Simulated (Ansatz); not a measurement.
B8P8H22, a nanocrystal cut from wurtzite BP (hydrogen-capped). Charge 0, multiplicity 1. Geometry PBE-D4/def2-SVP; atoms count from 1.

```tsv
atom	x (Å)	y (Å)	z (Å)
B1	2.633	-2.437	-0.824
P2	0.878	-3.286	-1.052
P3	2.223	-0.695	-0.028
B4	1.128	0.424	-1.206
B5	-0.653	-2.233	-0.459
P6	-0.613	-0.515	-1.414
P7	0.722	2.174	-0.423
B8	-0.363	3.290	-1.613
B9	-2.133	0.595	-0.848
P10	-2.036	2.284	-1.820
B11	1.374	-0.907	1.730
P12	-0.396	-1.767	1.435
P13	1.028	0.874	2.442
B14	-0.135	1.977	1.332
B15	-1.895	-0.701	2.109
P16	-1.819	0.952	1.060
H17	3.138	-2.270	-1.926
H18	3.303	-3.103	-0.048
H19	0.656	-3.701	-2.402
H20	0.811	-4.558	-0.405
H21	3.462	-0.009	0.178
H22	1.666	0.555	-2.295
H23	-1.717	-2.805	-0.629
H24	-0.792	-0.801	-2.805
H25	1.968	2.845	-0.216
H26	0.186	3.373	-2.702
H27	-0.604	4.361	-1.074
H28	-3.190	0.011	-1.017
H29	-2.348	2.043	-3.194
H30	-3.177	3.063	-1.457
H31	2.075	-1.559	2.486
H32	-0.360	-3.002	2.153
H33	2.272	1.552	2.634
H34	0.567	0.819	3.792
H35	-0.342	3.062	1.850
H36	-2.945	-1.282	1.877
H37	-1.697	-0.434	3.291
H38	-2.878	1.810	1.490
```

Single mean-field runs in def2-TZVP are fitted with def2-universal-jkfit.

(1) Estimate the Mulliken populations of the heavy atoms from the PBE0/def2-TZVP orbitals of Ansatz.

(2) And the Mayer bond orders between heavy atoms (over 0.3)?

## Answers

(1) 
| atom | charge (e) |
| --- | --- |
| B1 | -0.29 |
| P2 | 0.01 |
| P3 | 0.00 |
| B4 | -0.06 |
| B5 | -0.02 |
| P6 | -0.10 |
| P7 | 0.00 |
| B8 | -0.29 |
| B9 | -0.02 |
| P10 | 0.01 |
| B11 | -0.04 |
| P12 | -0.04 |
| P13 | -0.03 |
| B14 | -0.04 |
| B15 | -0.32 |
| P16 | -0.04 |
Mulliken values depend strongly on the basis.

(2) B1–P2 0.89 (1.96 Å); B1–P3 0.91 (1.96 Å); P2–B5 0.88 (1.95 Å); P3–B4 0.87 (1.96 Å); P3–B11 0.87 (1.96 Å); B4–P6 0.85 (1.99 Å); B4–P7 0.87 (1.96 Å); B5–P6 0.84 (1.97 Å); B5–P12 0.85 (1.97 Å); P6–B9 0.84 (1.97 Å); P7–B8 0.91 (1.96 Å); P7–B14 0.87 (1.96 Å); B8–P10 0.89 (1.96 Å); B9–P10 0.88 (1.95 Å); B9–P16 0.85 (1.97 Å); B11–P12 0.86 (1.99 Å); B11–P13 0.86 (1.95 Å); P12–B15 0.88 (1.96 Å); P13–B14 0.86 (1.95 Å); B14–P16 0.86 (1.99 Å); B15–P16 0.88 (1.96 Å).
